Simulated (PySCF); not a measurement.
Gas-phase reaction: 2 GaH + Cl2 ⇌ 2 GaCl + 2 H

Energies from PySCF, thermal terms from the rigid-rotor harmonic-oscillator model, ideal gas at 1 bar. † marks an energy on the PBE0/def2-TZVP geometry and frequencies; other levels use their own. MP2 freezes the core. 6-31G* has spherical d functions here. Open shells (unrestricted): H (multiplicity 2); the rest are closed-shell singlets. B3LYP is the form with VWN-RPA correlation. Ga: all electrons, no relativistic terms. GaH: computed as isolated molecules; such fragments, hydroxides, amides, oligomers or adducts are transient or little studied in the gas. MP2 isn't extrapolated to the basis-set limit; its ΔH°(298 K) is -207.5 kJ in def2-SVP and -181.7 kJ in def2-TZVPP. The harmonic model lacks anharmonicity and excited electronic states, which grow with temperature; levels with a mode under 35 cm⁻¹ are left out.

| level | ΔE electronic, kJ | ΔH°(298 K), kJ | ΔS°(298 K), J/K | ΔG°(1800 K), kJ |
|---|---|---|---|---|
| B3LYP/6-31G* | -129 | -141 | 87 | -324 |
| B3LYP/def2-TZVP† | -110 | -123 | 88 | -307 |
| MP2/def2-TZVPP† | -169 | -182 | 88 | -366 |
| PBE0/def2-QZVP† | -131 | -144 | 88 | -328 |
| PBE0/def2-SVP† | -162 | -176 | 88 | -360 |
| r2SCAN/def2-TZVP† | -142 | -155 | 88 | -339 |
| LDA/def2-TZVP† | -98 | -111 | 88 | -295 |
| ωB97M-V/def2-TZVP† | -118 | -131 | 88 | -316 |
ΔH° is lowest at MP2/def2-TZVPP† and highest at LDA/def2-TZVP†. No reference value is set beside these.
